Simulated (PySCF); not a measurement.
Compound: C6H9N2 (doublet state).
Structure used (GFN2-xTB), in Å, numbered top down from 1:
```
atom  x, y, z in Å
N1     2.2942    0.2856    0.4563
C2     0.9375    0.0651    0.5509
C3     0.2898   -1.2202    0.1429
C4    -1.1126   -0.7209   -0.3173
C5    -0.7900    0.1698   -1.4839
N6    -0.1774    1.2236   -1.0992
C7    -0.1026    1.1340    0.3602
C8    -1.3806    0.3658    0.7315
H9     2.5577    1.2524    0.3315
H10    2.8140   -0.3502   -0.1374
H11    0.1726   -1.9105    0.9817
H12    0.8349   -1.7436   -0.6521
H13   -1.8581   -1.4980   -0.4598
H14   -0.9078   -0.0808   -2.5227
H15    0.0885    2.0988    0.8217
H16   -2.2865    0.9360    0.5289
H17   -1.3805    0.0049    1.7569
```

The hyperfine couplings belong to this conformer and change with its torsions.

The species is `N[C]1C[C@@H]2C=N[C@H]1C2` [radical].

The calculation used UKS B3LYP, pcH-1 on C H N, non-relativistic, mean-field spin-orbit, GIAO (PySCF). Geometry: GFN2-xTB, one conformer, isolated molecule. A GFN2-xTB geometry isn't a minimum of the functional, and hyperfine couplings can be far from their values at a DFT geometry. The SCF solution wasn't tested for stability.

Q: What is the g tensor, term by term?

A: 
```
                    Δg (ppm)     1     2     3
relativistic mass correction  -178  -178  -178
            gauge correction    10    23    31
   orbital Zeeman/spin–orbit   -30   673   883
                       total  -198   518   736
```

So g = 2.00212, 2.00284, 2.00306 and g_iso = 2.00267; the tensor is rhombic: the two nearest values differ by 23 % of g3 − g1. Axes: g1 points within 14° of the C5–H14 bond and g2 points within 6° of the N1–C2 bond.

Q: What are the electron Larmor frequencies g μB B/h along the three axes at 340 mT?

A: 9.5275, 9.5309, 9.5320 GHz for g1, g2 and g3, a range of 4.4 MHz.

Q: Average each term over the three axes. Which is largest in size?

A: The orbital-Zeeman/spin–orbit term 509, the mass correction -178 and the gauge correction 21 ppm, for a total of 352 ppm. The orbital-Zeeman/spin–orbit term is the largest in size. The mass correction is the same along every axis, so the anisotropy comes from the other two: their spans along these axes are 21 (gauge) and 913 ppm (orbital Zeeman/spin–orbit).

Q: At 9.619 GHz, how far is the centre of the isotropic spectrum from where a free electron (g = 2.002319) resonates?

A: B = hν/(g μB) with μB/h = 13.99624 MHz/mT gives 343.23 mT for the free electron and 343.17 mT at g_iso, 0.06 mT lower.

Q: In a frozen sample, at which fields do the three g values resonate at 9.5, 34, 94 and 263 GHz (hyperfine left aside), and which band first spreads them over more than twice a line width of 0.5 mT?

A: 
| band | GHz | B(g3) mT | B(g2) mT | B(g1) mT | spread mT |
| --- | --- | --- | --- | --- | --- |
| X | 9.5 | 338.86 | 338.90 | 339.02 | 0.16 |
| Q | 34.0 | 1212.76 | 1212.89 | 1213.32 | 0.57 |
| W | 94.0 | 3352.92 | 3353.29 | 3354.49 | 1.56 |
| J | 263.0 | 9381.05 | 9382.07 | 9385.42 | 4.38 |

The spread grows in proportion to the frequency. W band is the first where it exceeds 1.0 mT.

Largest spin populations (Mulliken): C2 (+0.75), N1 (+0.15) and C5 (+0.10). The angles at C2 add up to 353.1°, so it is slightly pyramidal.

The HOMO–LUMO gaps are 3.61 eV among the α and 6.12 eV among the β orbitals.
